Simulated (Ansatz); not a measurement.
`B[SiH2][SiH3]` + `[OH][Al]([Cl])[Cl]` → `B[O][Al]([Cl])[Cl]` + `[SiH3][SiH3]` at 298.15 K and 1 bar (cleavage of the B–Si bond).

Isolated molecules relaxed with PBE0-D4/def2-TZVP in Ansatz; ΔE leaves out vibrations. CBS: MP2 limit from def2 TZ/QZ plus the TZ coupled-cluster correction, frozen cores. One conformer a species, not always the lowest.

```tsv
species	CCSD(T)/CBS energy (Eh)	H − E (kJ/mol)	S (J/(mol·K))
`B[SiH2][SiH3]`	-607.10947	181.2	332.5
`[OH][Al]([Cl])[Cl]`	-1237.55309	61.8	323.3
`B[O][Al]([Cl])[Cl]`	-1262.97636	97.3	364.1
`[SiH3][SiH3]`	-581.74359	143.7	274.2
```

H − E and S are ideal-gas, rigid-rotor, harmonic terms from PBE0-D4/def2-TZVP, for one conformer and one mirror image of each species. 1 Eh = 2625.50 kJ/mol, R = 8.31446 J/(mol·K).

Task: By hand: ΔE, ΔH, ΔS and ΔG.

Result: ΔE = (-1262.97636) + (-581.74359) − (-607.10947) − (-1237.55309) = -0.05739 Eh = -150.7 kJ/mol. Δ(H − E) = 97.3 + 143.7 − 181.2 − 61.8 = -2.0, so ΔH = -152.7 kJ/mol. ΔS = 364.1 + 274.2 − 332.5 − 323.3 = -17.5 J/(mol·K). ΔG = -152.7 − 298.15 × (-17.5)/1000 = -147.5 kJ/mol.

Task: By hand: the equilibrium constant, and the temperature at which ΔG would vanish if ΔH and ΔS stayed fixed.

Result: log₁₀ K = −ΔG/(RT ln 10) = 25.8. ΔG = 0 at ΔH/ΔS = 8726 K, far beyond where these terms or the molecules hold.

ΔH outweighs TΔS. A doubt of 5 kJ/mol in ΔE shifts log₁₀ K by 0.9 here. Other conformers and mirror images would add mixing entropy, several J/(mol·K) or more a flexible species. These are equilibria of isolated gas molecules and say nothing of rates. Largest T1 diagnostic: 0.014 (customary marks: 0.02 for closed shells, 0.045 for open ones).
